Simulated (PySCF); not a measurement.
Distorted geometries of [Yb(BH4)2]+

[Yb(BH4)2]+ (singlet in the valence; each metal's 4f electrons, 13 of them, lie in its core potential, out of spins and levels). PySCF 2.14.0, RKS BP86, Yb lcecp-1-SVP with ECP59, B def2-SVP, H def2-SVP; non-relativistic Hamiltonian with scalar-relativistic core potentials where named; density fitting; no spin-orbit coupling. Relaxed geometry:

```xyz
11

Yb    0.0000    0.0000    0.0000
B     0.0000    0.0000    2.3668
H     0.0000    0.0000    3.5698
H     1.1623    0.0009    1.8334
H    -0.5819    1.0061    1.8334
H    -0.5804   -1.0071    1.8334
B     0.0000    0.0000   -2.3668
H     0.0000    0.0000   -3.5698
H     1.1623   -0.0009   -1.8334
H    -0.5819   -1.0061   -1.8334
H    -0.5804    1.0071   -1.8334
```

Problem. Order these distorted geometries by energy above the relaxed one, lowest first.
A.
```xyz
11

Yb   -0.2192    0.0567    0.1281
B     0.0396    0.2817    2.2745
H     0.3266   -0.2825    3.5278
H     1.1005    0.0785    1.7162
H    -0.7274    1.1376    2.0579
H    -0.4709   -0.9319    1.7946
B    -0.0900   -0.1770   -2.1858
H     0.1265    0.0511   -3.5248
H     1.1804   -0.0250   -1.7632
H    -0.5803   -0.9442   -2.1356
H    -0.6859    0.7551   -1.8896
```
B.
```xyz
11

Yb    0.0601   -0.0556   -0.2360
B    -0.0443   -0.1244    2.4771
H     0.1263   -0.0426    3.5470
H     1.1550    0.0150    1.9411
H    -0.6093    1.1184    1.8712
H    -0.6810   -0.9876    1.8543
B    -0.1531    0.1304   -2.4759
H     0.0150    0.1670   -3.4708
H     1.2659   -0.1635   -1.8216
H    -0.7061   -1.1767   -1.7093
H    -0.4283    1.1195   -1.9772
```
C.
```xyz
11

Yb   -0.0015    0.0074   -0.0122
B    -0.0116   -0.0513    2.3877
H     0.0352    0.0284    3.5754
H     1.1237    0.0259    1.8373
H    -0.5443    0.9787    1.7983
H    -0.6257   -0.9996    1.9002
B     0.0030    0.0201   -2.3597
H    -0.0393    0.0491   -3.6420
H     1.1683   -0.0564   -1.8079
H    -0.5586   -1.0559   -1.8277
H    -0.5491    1.0536   -1.8495
```

Solution. C (0.18 eV), B (3.28 eV), A (4.12 eV).

Problem. Which forces (eV/Å) act in the one that lies 4.12 eV up?

Solution. 
```
Yb   -0.46   0.37  -4.09
B     1.29  -5.11   5.84
H    -0.70   1.86  -2.09
H     0.82   0.77  -0.36
H    -0.72   1.19  -0.47
H    -0.13   0.87   1.03
B    10.81  12.11  -5.09
H    -0.39  -0.51   2.26
H    -1.41  -0.41   0.39
H    -7.86 -13.42   1.60
H    -1.25   2.28   0.98
```
Forces carry noise of the integration grid, about 0.01 to 0.03 eV/Å.

A rough frequency check found unstable modes, so the relaxed geometry is probably a saddle point. An lcecp potential fixes the number of 4f electrons, so in runs with it no electron can move into or out of that shell.
